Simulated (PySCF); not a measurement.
What an electron can do to ZnSe

PBE0 in PySCF with def2-TZVPPD on every atom, for the lowest determinant that a PBE0 search found; no spin–orbit coupling.

```
species  state (unpaired electrons)  Re (Å)  ωe (cm⁻¹)  energy of the minimum from the neutral (eV)  De (eV)  dissociates to
   ZnSe      singlet (closed shell)   2.178        331                                         0.00     1.25         Zn + Se
  ZnSe⁺               doublet (π ↑)   2.278        289                                         8.23     2.12        Zn⁺ + Se
  ZnSe⁻               doublet (σ ↑)   2.266        282                                        -2.37     1.56        Zn + Se⁻
```

Q: Work out the lowest energy to break ZnSe into atoms, from its vibrational ground state.

A: D0 = De − ωe/2 = 1.25 − 0.02 = 1.23 eV (PBE0/def2-TZVPPD).

Q: Work out the ionisation energy of the Zn atom at this level and the threshold of dissociative ionisation.

A: IE(Zn) = 8.23 + 2.12 − 1.25 = 9.10 eV, so Zn⁺ + Se + e⁻ appears at D0 + IE(Zn) = 10.33 eV (PBE0/def2-TZVPPD). The measured IE(Zn) is 9.394 eV (NIST ASD).

Q: Work out the electron affinity of the Se atom and the threshold of dissociative attachment.

A: EA(Se) = 1.25 − 1.56 − (-2.37) = 2.06 eV, so Zn + Se⁻ needs D0 − EA(Se) = -0.83 eV (negative: it is exothermic at zero electron energy) (PBE0/def2-TZVPPD). The measured EA(Se) is 2.021 eV.

Q: At which energy does ion-pair formation open?

A: Zn⁺ + Se⁻ lies at D0 + IE(Zn) − EA(Se) = 8.27 eV (PBE0/def2-TZVPPD).

These are thermodynamic thresholds; the onsets seen under electron impact lie higher where the geometry changes, and cross-sections peak well above them.

For an ion De counts to the pair picked by the measured ionisation energies or electron affinities, which need not be the lowest pair at this level. States were picked by a PBE0 search and need not be the measured ground states.
